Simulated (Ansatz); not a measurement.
`CO[SiH2]SC` + HI → `CS[SiH2]I` + CH₃OH  (ligand exchange at the Si–O bond)

Program: Ansatz. Geometries: PBE0-D4/def2-TZVP. ΔE: electronic, gas phase. CBS: MP2 limit from def2 TZ/QZ plus the TZ coupled-cluster correction, frozen cores. This one scheme is used for every species. Functionals use def2-TZVPP. B3LYP here is the variant with VWN-RPA as its local correlation; programs differ in this. Elements past krypton have def2 core potentials. For I outer-core shells are correlated without core-valence functions, which leaves a few kJ/mol of doubt a bond. Each species was taken in one conformer, which may not be the lowest.

`CO[SiH2]SC`:

```xyz
13

C     1.270   -1.215   -1.206
O    -0.099   -0.896   -1.089
Si   -0.896   -0.889    0.345
S    -0.098    0.495    1.740
C    -0.453    2.044    0.856
H     1.888   -0.550   -0.593
H     1.465   -2.249   -0.903
H     1.557   -1.099   -2.253
H    -2.288   -0.536   -0.014
H    -0.795   -2.202    1.035
H    -0.090    2.857    1.483
H    -1.525    2.165    0.702
H     0.065    2.075   -0.102
```

HI:

```xyz
2

I     0.496    0.138   -0.619
H    -0.496   -0.138    0.619
```

`CS[SiH2]I`:

Z-matrix (Å, degrees):
```
C
S 1 1.815
H 1 1.089 2 106.5
H 1 1.090 2 111.1 3 -118.8
H 1 1.090 2 110.6 3 118.6
Si 2 2.109 1 99.9 3 178.6
I 6 2.451 2 112.6 1 62.7
H 6 1.479 2 106.7 1 -178.1
H 6 1.483 2 111.5 1 -55.5
```

CH₃OH:

Cartesian coordinates in Å:
```
C -0.217 0.119 -0.256
O 0.994 -0.043 0.445
H -0.010 0.769 -1.107
H -0.993 0.597 0.356
H -0.609 -0.831 -0.640
H 0.835 -0.611 1.201
```

```tsv
level	ΔE (eV)
BHLYP-D4	0.16
ωB97M-V	0.15
PBE	0.02
B3LYP	0.17
```

(1) What does CCSD(T)/CBS give? (Estimate.)

(2) What do rigid-rotor, harmonic-oscillator terms from PBE0-D4/def2-TZVP frequencies (298.15 K, 1 bar) make of the CCSD(T)/CBS value? (An estimate is asked.)

Largest T1 diagnostic among the species: 0.011.

Answers

(1) Computed: +0.08 eV. The listed levels differ from it by 0.08, 0.07, -0.06, 0.09 eV.

(2) Ansatz gave: ΔZPE = +0.11 eV, ΔH = +0.18 eV, ΔS = 13 J/(mol·K), ΔG = +0.14 eV.

At CCSD(T), def2-SVP lies +0.11 eV from the extrapolated value and def2-TZVPP +0.10 eV. In def2-TZVPP, CCSD(T) changes the Hartree–Fock value by −0.04 eV (the triples alone add −0.02 eV) and MP2 by −0.12 eV.
